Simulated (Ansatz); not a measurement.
```yaml
crystal:
  periodic: [false, false, false]
  atoms:
    - {symbol: Si, position_ang: [-1.607804, -0.924856, 0.483743]}
    - {symbol: B, position_ang: [0.088927, 0.039365, -0.043424]}
    - {symbol: C, position_ang: [1.158972, 0.761082, 0.861183]}
    - {symbol: S, position_ang: [2.122243, 1.197836, -0.630302]}
    - {symbol: C, position_ang: [0.750569, 0.306916, -1.445926]}
    - {symbol: H, position_ang: [-2.514684, 0.017557, 1.200838]}
    - {symbol: H, position_ang: [-2.349719, -1.494515, -0.674300]}
    - {symbol: H, position_ang: [-1.283477, -2.036607, 1.423516]}
    - {symbol: H, position_ang: [0.793042, 1.626415, 1.422559]}
    - {symbol: H, position_ang: [1.694797, 0.113934, 1.562555]}
    - {symbol: H, position_ang: [1.062306, -0.587225, -1.995251]}
    - {symbol: H, position_ang: [0.161729, 0.924999, -2.131292]}
basis:
  gaussian: {orbitals: pcseg-2, final_grid: {core_spheres: 5, valence_spheres: 4, degree: 11}}
magnetization: {spin_polarized: true, initial_magnetization: 2}
hamiltonian: {xc: {name: HF}}
correlation: {active_space: {window: {electrons: 6, orbitals: 2}}}
output: {forces: true}
```

```sh
$ ansatz run in.yaml --threads 4 --pin off --events-out ev --progress --plain --max-ram 10444MiB
```

Question: How does Ansatz answer? (Estimate.)

Answer: Computed: The input was rejected before any iteration.
```
Error: invalid value for `correlation.active_space`: it starts from restricted Hartree–Fock orbitals; set hamiltonian.xc: hf without magnetization.spin_polarized
```
